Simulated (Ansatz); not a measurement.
System: CuH, net charge 0, singlet state. SMILES: [CuH]
Geometry: optimised at B3LYP-D3(BJ)/def2-TZVP (Ansatz, a program for electronic structure).

Wanted: atomisation energy (electronic, to ground-state atoms), in kJ/mol. Correlated levels leave the core frozen unless marked. UHF or UKS for open shells. Spin-orbit coupling is left out. Frozen are the shells of the preceding noble gas and the d and f shells that filled before the atom's block. No relativistic terms. The coupled-cluster limit lacks core correlation, which all-electron functionals hold. Basis-set limits of correlation are two-point, X^-3; Hartree-Fock from the larger set. [CCSD(T)-MP2]/basis is that difference in the basis named.

```tsv
level	program	atomisation energy (kJ/mol)	minus last row
revPBE-D4/def2-TZVPD	Ansatz + dftd4	260.9	2.0
B97M-V/def2-TZVPD	Ansatz	271.5	12.6
PBE0/def2-SVP	Ansatz	256.3	-2.6
PBE0-D3(BJ)/def2-TZVP	Ansatz + dftd3	245.0	-13.9
PBE0-D4/def2-TZVPD	Ansatz + dftd4	246.4	-12.5
BHLYP-D4/def2-TZVPD	Ansatz + dftd4	237.1	-21.8
MP2/def2-SVPD	Ansatz	252.2	-6.7
RI-MP2/def2-TZVPPD	Ansatz	252.5	-6.4
SCS-MP2/6-31G*	Ansatz	195.8	-63.1
SCS-MP2/def2-SVPD	Ansatz	256.5	-2.4
CCSD/def2-SVPD	Ansatz	257.7	-1.2
CCSD/CBS(def2-TZVPPD,def2-QZVPPD)	Ansatz	250.8	-8.1
CCSD(T)/6-31G*	Ansatz	184.4	-74.5
RI-MP2/CBS(def2-TZVPPD,def2-QZVPPD)+[CCSD(T)-MP2]/def2-SVPD	Ansatz	268.6	9.7
CCSD(T)/CBS(def2-TZVPPD,def2-QZVPPD)	Ansatz	258.9	0.0
```

The T1 diagnostic of CCSD in the largest basis is 0.040, which is high, so the coupled-cluster rows are less sure than usual.
